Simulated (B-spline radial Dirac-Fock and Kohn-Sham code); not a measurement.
Dipole and non-dipole photoemission parameters of Bi 5s

System: atomic bismuth, [Xe] 4f14 5d10 6s2 6p3; threshold 159.3 eV (tabulated edge). Model: Dirac-Hartree-Slater photoionisation with a Latter tail; cross sections with all multipoles, angular parameters from the dipole term and its interference with E2. Program: a radial finite-basis atomic code.

For linearly polarised light dσ/dΩ = σ/(4π) [1 + β P₂(cos θ) + (δ + γ cos²θ) sin θ cos φ], with θ from the polarisation vector and φ the angle between the beam and the projection of the electron momentum on the plane normal to the polarisation.

| hν (eV) | σ (kb) | β | γ |
| --- | --- | --- | --- |
| 185 | 58.8 | 0.558 | -0.144 |
| 200 | 57.6 | 0.748 | -0.095 |
| 300 | 49.8 | 1.365 | 0.210 |
| 325 | 47.2 | 1.429 | 0.255 |
| 386 | 41.4 | 1.535 | 0.340 |
| 396 | 40.5 | 1.548 | 0.351 |
| 399 | 40.2 | 1.552 | 0.354 |
| 435 | 37.1 | 1.590 | 0.388 |
| 600 | 26.3 | 1.694 | 0.480 |
| 798 | 18.5 | 1.753 | 0.529 |
| 982 | ? | ? | ? |
| 1250 | 9.86 | 1.810 | 0.529 |
| 1486.9 | 7.65 | 1.827 | 0.509 |
| 2000 | 4.83 | 1.851 | 0.444 |
| 2140 | 4.34 | 1.855 | 0.423 |
| 2950 | 2.58 | 1.874 | 0.304 |
| 3790 | 1.69 | 1.886 | 0.190 |
| 5414.7 | 0.903 | 1.899 | 0.016 |
| 7440 | 0.506 | 1.909 | -0.115 |
| 7470 | 0.502 | 1.909 | -0.116 |
| 12000 | 0.203 | 1.918 | -0.174 |
| 13700 | 0.156 | 1.920 | -0.143 |

Question: Give the values at 982 eV.

Answer: σ = 13.9 kb, β = 1.782, γ = 0.539. For an s subshell δ is negligible.

Values without a named source are computed, but for edge energies of neutral atoms, which are taken from tables.
